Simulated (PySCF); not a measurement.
# Computed properties of HO2Si, SMILES O=[Si]=[OH+], charge +1

HO2Si, SMILES O=[Si]=[OH+], charge +1. Geometry: B3LYP-D3(BJ)/def2-TZVP. The isomer is the one that the SMILES or the coordinates give; other isomers of the formula were not compared. One conformer was computed; it need not be the lowest. All values are computed for the isolated molecule unless a solvent is named; none is compared with measurement here.

**Structure.** The optimised structure has Cs symmetry. All 6 harmonic modes at B3LYP-D3(BJ)/def2-TZVP (PySCF) are real, so it is a minimum. With heavy atoms numbered as in [O:1]=[Si:2]=[OH+:3], the shortest bond between them is O1–Si2 at 1.494 Å and the longest Si2–O3 at 1.537 Å.

**Vibrations.** The strongest infrared lines (harmonic, unscaled, degenerate partners summed) lie at 3726 cm⁻¹ (647 km/mol, H 94 %), 419 cm⁻¹ (211 km/mol, H 79 %, O 19 %), 1443 cm⁻¹ (72 km/mol, Si 53 %, O 45 %). The softest mode is at 230 cm⁻¹ and the zero-point energy is 10.0 kcal/mol.

**Electronic structure.** r2SCAN/def2-TZVPD (PySCF) places the frontier levels at -15.50 and -11.23 eV, a gap of 4.27 eV and a mean polarisability of 25.7 bohr³. PBE/def2-TZVPD (PySCF) at the same geometry gives -15.22 and -11.53 eV, so its gap is 0.58 eV narrower. An orbital gap is neither the optical nor the fundamental gap.

**Excitations.** TDA-ωB97X/def2-SVPD (PySCF) has S1 at 4.55 eV (273 nm, f = 0.022, weak); the most intense of the 10 singlets computed lies at 9.32 eV (f = 0.06). T1 (TDA) is at 3.88 eV, 0.67 eV under S1. TDA-PBE/def2-SVPD (PySCF) puts S1 at 4.15 eV. No vertical singlet excitation falls in the visible range (under 3.1 eV).

**NMR.** GIAO shifts at B3LYP/pcSseg-2 (PySCF) (non-relativistic, atoms alike by connectivity averaged): ¹H at 7.4 ppm against TMS; ²⁹Si at -67.5 ppm against TMS.

**Solvation.** SMD-PBE0/6-31G* (PySCF) gives -74.6 kcal/mol in water, -60.5 kcal/mol in tetrahydrofuran, -57.2 kcal/mol in chlorobenzene (1 M in both phases, gas-phase geometry); of these solvents water holds the molecule best.
